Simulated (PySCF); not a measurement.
trans-Zr(H2O)2Cl4 (singlet state).
Bonds: Zr1–O2, Zr1–O5, Zr1–Cl8, Zr1–Cl9, Zr1–Cl10, Zr1–Cl11. Hydrogens: H3, H4 on O2; H6, H7 on O5.

Level of theory: PBE0-D3(BJ)/def2-SVP geometry optimisation, gas phase, def2 core potentials past Kr in PySCF 2.14.0.

(1) How far are the bound atoms from Zr1?

(2) List the angles at Zr1.

(3) Describe the arrangement about Zr1 in numbers.

(4) What are the other bond lengths?

## Answers

(1) 6 atoms: O2 2.242 Å, O5 2.249 Å, Cl10 2.403 Å, Cl9 2.406 Å, Cl11 2.408 Å, Cl8 2.410 Å. The nearest atom not counted as bound is H3, at 2.89 Å (others tie with it).

(2) 
| angle | degrees | distance of the outer atoms (Å) |
| --- | --- | --- |
| O2–Zr1–O5 | 177.1 | 4.49 |
| Cl10–Zr1–Cl11 | 151.0 | 4.66 |
| Cl8–Zr1–Cl9 | 150.4 | 4.66 |
| O2–Zr1–Cl11 | 106.9 | 3.74 |
| O5–Zr1–Cl9 | 106.2 | 3.72 |
| O5–Zr1–Cl8 | 103.4 | 3.66 |
| O2–Zr1–Cl10 | 102.2 | 3.62 |
| Cl9–Zr1–Cl10 | 94.1 | 3.52 |
| Cl8–Zr1–Cl10 | 93.9 | 3.52 |
| Cl8–Zr1–Cl11 | 93.4 | 3.51 |
| Cl9–Zr1–Cl11 | 93.3 | 3.50 |
| O5–Zr1–Cl11 | 75.7 | 2.86 |
| O5–Zr1–Cl10 | 75.3 | 2.84 |
| O2–Zr1–Cl8 | 75.2 | 2.84 |
| O2–Zr1–Cl9 | 75.2 | 2.84 |

(3) The three widest angles are 177.1°, 151.0° and 150.4°, the others run from 75.2° to 106.9°.

(4) O2–H3 and 3 like bonds 0.967 Å.

Point group: near D2d, missed by 0.21 Å at most; the miss may be what the optimiser left on a soft mode (C2 holds within 0.08 Å). Charge 0, singlet. PBE0-D3(BJ)/def2-SVP frequencies: not computed here.

The run took 3.4 min on one thread of an Arm Neoverse V2, no GPU (shared host), and the process peaked at 0.60 GiB of memory. This is the geometry optimisation.
